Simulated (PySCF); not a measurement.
Bonds (- single, = double, # triple, : aromatic): F1-Si2 1.627 Å, Si2-C3 1.865 Å, C3-Si4 1.891 Å, C3-Si5 1.890 Å. Si2 carries H6, H7; C3 carries H8; Si4 carries H9, H10, H11; Si5 carries H12, H13, H14.

Geometry: PBE0-D3(BJ)/def2-SVP; GIAO absolute shieldings from PySCF 2.14, gas phase, non-relativistic, averaged over equivalent atoms.

At BLYP/pcSseg-1 (151 basis functions, 19 s wall time on 1 thread of an Arm Neoverse V1, shared host):
```csv
atoms,σ (ppm)
F1,376.4
Si2,317.1
Si4/Si5,391.6
C3,185.5
H6/H7,26.00
H9/H10/H11/H12/H13/H14,27.22
H8,32.56
```

What do these become at PBE0/aug-cc-pVDZ?

## Answers


```csv
atoms,σ at PBE0/aug-cc-pVDZ,change
F1,401.8,+25.4
Si2,404.4,+87.3
Si4/Si5,475.7,+84.1
C3,206.4,+20.9
H6/H7,25.83,-0.17
H9/H10/H11/H12/H13/H14,27.08,-0.14
H8,32.16,-0.40
```

The largest change is at Si2 (silicon bonded to C, F, 2 H). Cost: 208 basis functions, 51 s wall time on 1 thread of an Arm Neoverse N1, shared host.
